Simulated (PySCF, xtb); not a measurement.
C2H6BFN2, SMILES C=C(F)B(N)N.

GFN2-xTB (xtb) at its own geometry gives an orbital gap of 4.17 eV and a dipole moment of 3.15 D.

Geometry optimised at r2SCAN-D4/def2-SVP. The structure was generated by enumeration, and PubChem lists no compound with its InChIKey, so it may never have been made. One conformer was computed; it need not be the lowest.

Task: What does PBE/def2-TZVP run with PySCF give? (The exact figures need the calculation; the answer reports its results.)

Result: gap 4.50 eV (levels -5.68 and -1.18 eV), dipole 2.31 D.
